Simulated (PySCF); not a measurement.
Species: C9H13F.
Structure used (GFN2-xTB), in Å, numbered top down from 1:
```
atom  x, y, z in Å
C1    -2.178    0.570    1.768
C2    -1.519    0.384    0.637
C3    -1.973   -0.565   -0.432
C4    -0.872   -1.588   -0.720
C5     0.425   -0.885   -1.100
C6     0.875    0.047    0.032
C7     2.151    0.742   -0.331
C8     3.314    0.678    0.288
F9     2.038    1.516   -1.439
C10   -0.229    1.081    0.321
H11   -3.102    0.059    1.977
H12   -1.827    1.249    2.527
H13   -2.185   -0.004   -1.347
H14   -2.889   -1.073   -0.127
H15   -0.708   -2.198    0.172
H16   -1.184   -2.253   -1.528
H17    0.275   -0.299   -2.009
H18    1.207   -1.622   -1.297
H19    1.055   -0.544    0.935
H20    3.439    0.076    1.167
H21    4.168    1.226   -0.068
H22   -0.360    1.706   -0.566
H23    0.074    1.723    1.151
```

Theory: PBE0/pcSseg-1 in PySCF (dipole) on a GFN2-xTB geometry, gas phase.

Take the most abundant isotopes and a rigid rotor. The values belong to one conformer with, in the numbering `[CH2:1]=[C:2]1[CH2:3][CH2:4][CH2:5][C@@H:6]([C:7](=[CH2:8])[F:9])[CH2:10]1`, C5–C6–C7–C8 -119°, C1–C2–C3–C4 -123°, C2–C3–C4–C5 -56°, C3–C4–C5–C6 59°, C4–C5–C6–C7 180°.

**Question.** What are A, B and C (cm⁻¹)?

**Answer.** Ia = 214.40, Ib = 581.74, Ic = 671.43 u·Å²; 505379 MHz·u·Å²/I gives 2357, 868.7 and 752.7 MHz, that is A = 0.07863, B = 0.02898, C = 0.02511 cm⁻¹.

**Question.** What kind of rotor is it?

**Answer.** An asymmetric top: κ = (2 × 868.7 − 2357 − 752.7)/(2357 − 752.7) = -0.86.

**Question.** What does the inertial defect say?

**Answer.** Not planar: Δ = Ic − Ia − Ib = -124.70 u·Å². For a rigid frame Δ = −2 Σ m c², so Σ m c² = 62.35 u·Å² lies off the ab plane: 15.40 from hydrogen and 46.95 from heavier atoms. The atom farthest from that plane is 2.03 Å away.

**Question.** List the rotational levels J(Ka,Kc) to J = 5 (cm⁻¹).

**Answer.** Above 0(0,0):
J = 1: 1(0,1) 0.0541, 1(1,1) 0.1037, 1(1,0) 0.1076
J = 2: 2(0,2) 0.1620, 2(1,2) 0.2080, 2(1,1) 0.2196, 2(2,1) 0.3686, 2(2,0) 0.3688
J = 3: 3(0,3) 0.3234, 3(1,3) 0.3643, 3(1,2) 0.3876, 3(2,2) 0.5309, 3(2,1) 0.5319, 3(3,1) 0.7889, 3(3,0) 0.7889
J = 4: 4(0,4) 0.5376, 4(1,4) 0.5725, 4(1,3) 0.6112, 4(2,3) 0.7470, 4(2,2) 0.7502, 4(3,2) 1.0057, 4(3,1) 1.0057, 4(4,1) 1.3664, 4(4,0) 1.3664
J = 5: 5(0,5) 0.8039, 5(1,5) 0.8324, 5(1,4) 0.8903, 5(2,4) 1.0170, 5(2,3) 1.0243, 5(3,3) 1.2768, 5(3,2) 1.2770, 5(4,2) 1.6373, 5(4,1) 1.6373, 5(5,1) 2.1011, 5(5,0) 2.1011

**Question.** Predict some low-J microwave lines.

**Answer.** The dipole components are |μa| = 0.72 D, |μb| = 0.38 D, |μc| = 1.11 D. Intensities carry the squares of the components, which stand as 0.43 : 0.12 : 1.00 (a : b : c). Some lines, for components of 0.1 D or more:

| type | branch | J(Ka,Kc) | MHz | lower level (cm⁻¹) |
| --- | --- | --- | --- | --- |
| a | Q | 2(1,1) ← 2(1,2) | 348 | 0.208 |
| c | Q | 2(1,2) ← 2(0,2) | 1379 | 0.162 |
| c | Q | 1(1,1) ← 1(0,1) | 1488 | 0.054 |
| b | Q | 1(1,0) ← 1(0,1) | 1605 | 0.054 |
| a | R | 1(0,1) ← 0(0,0) | 1621 | 0.000 |
| b | Q | 2(1,1) ← 2(0,2) | 1727 | 0.162 |
| b | R | 1(1,1) ← 0(0,0) | 3110 | 0.000 |
| c | R | 1(1,0) ← 0(0,0) | 3226 | 0.000 |
| a | R | 2(0,2) ← 1(0,1) | 3236 | 0.054 |
| a | R | 2(1,1) ← 1(1,0) | 3359 | 0.108 |
| c | Q | 2(2,1) ← 2(1,1) | 4465 | 0.220 |
| b | Q | 2(2,1) ← 2(1,2) | 4814 | 0.208 |
| c | R | 2(1,1) ← 1(0,1) | 4963 | 0.054 |
| b | R | 2(2,1) ← 1(1,0) | 7824 | 0.108 |
| c | R | 2(2,0) ← 1(1,0) | 7831 | 0.108 |
| c | R | 2(2,1) ← 1(1,1) | 7940 | 0.104 |

**Question.** Estimate the classical rotational partition function at 10 K, 50 K and 500 K.

**Answer.** Point group C1, symmetry number σ = 1; q = (√π/σ)·√((kT/h)³/(ABC)), k/h = 20836.6 MHz/K: 4290 at 10 K, 48000 at 50 K, 1520000 at 500 K.

No GFN2-xTB frequencies stand behind this structure, so it isn't proved a minimum. These are rigid-rotor constants of the computed structure; measured ground-state constants (B0) also hold zero-point vibration.
